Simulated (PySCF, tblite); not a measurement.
Species: C5H7N3S.
Numbering: `[CH3:1][S:2][c:3]1[cH:4][c:5]([CH3:6])[n:7][n:8][n:9]1` (hydrogens: H10, H11, H12 on C1; H13 on C4; H14, H15, H16 on C6)

Computed with GFN2-xTB (tblite), gas phase: Langevin dynamics at 300 K from the optimised GFN2-xTB geometry, time step 0.5 fs, friction 0.01 fs⁻¹, 2000 steps. Over the second half of the run the saved frames average 315 K.

Frame at 250 fs, instantaneous temperature 294 K:
```
atom  x, y, z in Å
C1      3.167    0.111    0.086
S2      1.792   -0.460    1.257
C3      0.303   -0.220    0.349
C4     -0.971   -0.415    0.903
C5     -2.118   -0.248    0.121
C6     -3.503   -0.370    0.649
N7     -1.972   -0.043   -1.175
N8     -0.811    0.140   -1.637
N9      0.305    0.015   -0.938
H10     3.930    0.337    0.782
H11     3.304   -0.661   -0.695
H12     2.850    0.996   -0.482
H13    -1.054   -0.528    1.959
H14    -3.457   -0.559    1.666
H15    -4.105    0.495    0.464
H16    -4.062   -1.161    0.140
```

Frame at 425 fs, instantaneous temperature 243 K:
```
atom  x, y, z in Å
C1      2.622   -0.097    0.342
S2      1.382   -0.512    1.620
C3     -0.146   -0.387    0.857
C4     -1.408   -0.850    1.298
C5     -2.488   -0.674    0.423
C6     -3.880   -1.095    0.667
N7     -2.285   -0.001   -0.694
N8     -1.144    0.515   -1.011
N9     -0.053    0.294   -0.340
H10     3.129   -1.001    0.208
H11     2.143    0.215   -0.589
H12     3.260    0.706    0.666
H13    -1.478   -1.382    2.225
H14    -3.844   -2.122    1.034
H15    -4.253   -0.392    1.458
H16    -4.491   -1.039   -0.249
```

Frame at 625 fs, instantaneous temperature 318 K:
```
atom  x, y, z in Å
C1      2.646    0.186    0.560
S2      1.478   -0.686    1.667
C3     -0.033   -0.419    0.820
C4     -1.233   -1.048    1.205
C5     -2.322   -0.797    0.324
C6     -3.596   -1.498    0.618
N7     -2.211    0.208   -0.613
N8     -1.053    0.756   -0.845
N9      0.012    0.407   -0.175
H10     2.354   -0.141   -0.433
H11     2.550    1.282    0.552
H12     3.666   -0.149    0.733
H13    -1.347   -1.744    2.022
H14    -4.265   -1.449   -0.190
H15    -3.470   -2.548    0.972
H16    -4.054   -1.014    1.480
```

Frame at 800 fs, instantaneous temperature 352 K:
```
atom  x, y, z in Å
C1      2.631    0.569    0.775
S2      1.783   -0.474    1.992
C3      0.169   -0.397    1.239
C4     -1.016   -1.030    1.660
C5     -2.178   -0.709    0.915
C6     -3.451   -1.425    1.339
N7     -2.154    0.179   -0.145
N8     -0.966    0.484   -0.556
N9      0.144    0.179    0.015
H10     2.495    0.093   -0.181
H11     2.086    1.524    0.692
H12     3.664    0.650    1.064
H13    -1.088   -1.647    2.527
H14    -4.352   -0.907    1.129
H15    -3.430   -2.433    0.877
H16    -3.410   -1.480    2.377
```

Frame at 1000 fs, instantaneous temperature 374 K:
```
atom  x, y, z in Å
C1      2.864    0.514    1.086
S2      1.603   -0.316    2.197
C3      0.144    0.182    1.430
C4     -1.028   -0.585    1.593
C5     -2.029   -0.220    0.718
C6     -3.307   -1.002    0.616
N7     -1.899    0.772   -0.141
N8     -0.785    1.385   -0.277
N9      0.201    1.121    0.488
H10     3.278   -0.261    0.386
H11     2.258    1.262    0.654
H12     3.555    0.929    1.838
H13    -1.012   -1.383    2.276
H14    -3.905   -0.860    1.497
H15    -3.871   -0.648   -0.236
H16    -2.992   -2.083    0.499
```

Q: What do single points at PBE0/pcSseg-1 (PySCF, gas phase) give on these frames?

A: 
```json
{"t (fs)": "250", "GFN2-xTB E above start (eV)": "0.52", "DFT E above lowest frame (eV)": "0.17", "HOMO (eV)": "-6.81", "LUMO (eV)": "-1.69", "dipole (D)": "3.60"}
{"t (fs)": "425", "GFN2-xTB E above start (eV)": "0.39", "DFT E above lowest frame (eV)": "0.09", "HOMO (eV)": "-6.84", "LUMO (eV)": "-1.74", "dipole (D)": "3.49"}
{"t (fs)": "625", "GFN2-xTB E above start (eV)": "0.38", "DFT E above lowest frame (eV)": "0.00", "HOMO (eV)": "-7.05", "LUMO (eV)": "-1.96", "dipole (D)": "3.71"}
{"t (fs)": "800", "GFN2-xTB E above start (eV)": "0.52", "DFT E above lowest frame (eV)": "0.23", "HOMO (eV)": "-6.75", "LUMO (eV)": "-1.71", "dipole (D)": "3.62"}
{"t (fs)": "1000", "GFN2-xTB E above start (eV)": "0.41", "DFT E above lowest frame (eV)": "0.15", "HOMO (eV)": "-7.06", "LUMO (eV)": "-1.83", "dipole (D)": "3.62"}
```

Both levels order the frames alike by energy; measured from each level's lowest frame they differ by 0.12 eV at most. The HOMO–LUMO gap runs from 5.04 to 5.23 eV. These are instantaneous structures, not minima.

Q: And the isotropic GIAO shieldings (ppm) from the same runs?

A: 
| atom | 250 fs | 425 fs | 625 fs | 800 fs | 1000 fs | mean | range |
| --- | --- | --- | --- | --- | --- | --- | --- |
| C1 | 161.7 | 170.2 | 165.6 | 164.9 | 165.5 | 165.6 | 8.5 |
| S2 | 451.9 | 473.9 | 463.4 | 445.6 | 462.1 | 459.4 | 28.3 |
| C3 | 14.8 | 10.1 | 23.9 | 11.9 | 15.0 | 15.1 | 13.8 |
| C4 | 67.7 | 73.4 | 58.5 | 60.4 | 63.1 | 64.6 | 14.9 |
| C5 | 31.3 | 32.8 | 13.9 | 15.0 | 32.3 | 25.1 | 18.9 |
| C6 | 167.1 | 159.7 | 164.4 | 164.1 | 158.7 | 162.8 | 8.4 |
| N7 | -148.6 | -141.3 | -167.0 | -143.9 | -136.1 | -147.4 | 30.9 |
| N8 | -277.3 | -272.8 | -261.8 | -273.4 | -246.0 | -266.3 | 31.3 |
| N9 | -156.3 | -159.5 | -131.5 | -145.7 | -133.0 | -145.2 | 28.0 |
| H10 | 29.6 | 30.1 | 28.5 | 27.9 | 28.3 | 28.9 | 2.2 |
| H11 | 27.7 | 26.3 | 28.5 | 28.3 | 25.9 | 27.3 | 2.6 |
| H12 | 28.0 | 29.4 | 29.4 | 29.5 | 28.7 | 29.0 | 1.5 |
| H13 | 25.4 | 25.0 | 24.3 | 24.5 | 24.7 | 24.8 | 1.1 |
| H14 | 31.1 | 28.8 | 29.8 | 29.5 | 29.0 | 29.6 | 2.3 |
| H15 | 29.3 | 27.9 | 28.5 | 28.6 | 28.9 | 28.6 | 1.4 |
| H16 | 28.7 | 28.1 | 28.6 | 30.3 | 28.3 | 28.8 | 2.2 |

The cost below is that of the whole dynamics run. The run took 23 s of wall time on one thread, Arm Neoverse N1 (aarch64), no GPU, on a shared host, and the process peaked at 0.18 GiB of memory.
